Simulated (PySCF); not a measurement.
This PySCF input asks for the NMR shieldings of SMILES CB(C#C[SiH3])O[SiH3], C$_{3}$H$_{9}$BOSi$_{2}$; the geometry comes from GFN2-xTB.

```python
import basis_set_exchange as bse
import numpy as np
from pyscf import gto, dft
from pyscf.prop import nmr

atoms = """
C     1.092210   -2.231180    0.485842
B     0.810488   -0.717987    0.078476
C    -0.630833   -0.255266   -0.137208
C    -1.764094    0.141566   -0.305766
Si   -3.493850    0.737239   -0.557755
O     1.815990    0.136332   -0.071694
Si    2.477713    1.568215   -0.392244
H     0.541301   -2.502081    1.384379
H     0.754256   -2.908037   -0.296983
H     2.147240   -2.422198    0.663033
H    -4.215294   -0.263206   -1.349372
H    -4.119265    0.900426    0.758231
H    -3.454031    2.019968   -1.267289
H     3.084792    1.976355    0.874199
H     1.489241    2.549672   -0.847024
H     3.456535    1.279124   -1.439757
"""
names = dict.fromkeys(["C", "B", "Si", "O", "H"], "pcSseg-1")
basis = {el: gto.basis.parse(bse.get_basis(n, elements=[el], fmt="nwchem")) for el, n in names.items()}
mol = gto.M(atom=atoms, basis=basis, charge=0, verbose=0)
mf = dft.RKS(mol, xc="PBE0")
mf.grids.level = 2
mf.grids.alignment = dft.numint.BLKSIZE   # the property module wants whole blocks of grid points
mf.conv_tol = 1e-9
mf.kernel()

calc = nmr.RKS(mf)   # GIAO
C = mf.mo_coeff
Co = C[:, mf.mo_occ > 0]
resp = mf.gen_response(singlet=True, hermi=2)
def vind(x):   # induced exchange potential for any number of trial vectors
    d = np.einsum("pi,xij,qj->xpq", C, 2 * x.reshape(-1, C.shape[1], Co.shape[1]), Co, optimize=True)
    return np.einsum("xpq,pi,qj->xij", resp(d - d.transpose(0, 2, 1)), C, Co, optimize=True).ravel()
mo1, _ = nmr.rhf.solve_mo1(calc, with_cphf=vind)
sigma = calc.kernel(mo1)
for i, s in enumerate(sigma):   # ppm
    print("%2d %-2s %9.2f" % (i, mol.atom_pure_symbol(i), np.trace(s) / 3))
```

**Question.** What are the results?

**Answer.** 
```
 0 C     175.57
 1 B      63.23
 2 C      63.51
 3 C      76.61
 4 Si    448.73
 5 O     176.47
 6 Si    394.64
 7 H      31.03
 8 H      31.08
 9 H      31.24
10 H      27.45
11 H      27.45
12 H      27.47
13 H      26.53
14 H      26.31
15 H      26.53
```

These numbers come from an equivalent density-fitted implementation of the same equations, which agrees with the script to about 0.01 ppm for H and up to a few tenths of a ppm for heavy atoms, so last digits may differ.

Size and cost of the density-fitted run: 178 basis functions, 82 s wall time (68 s CPU) on 1 thread of an Intel Xeon, shared host; peak memory 0.81 GiB.
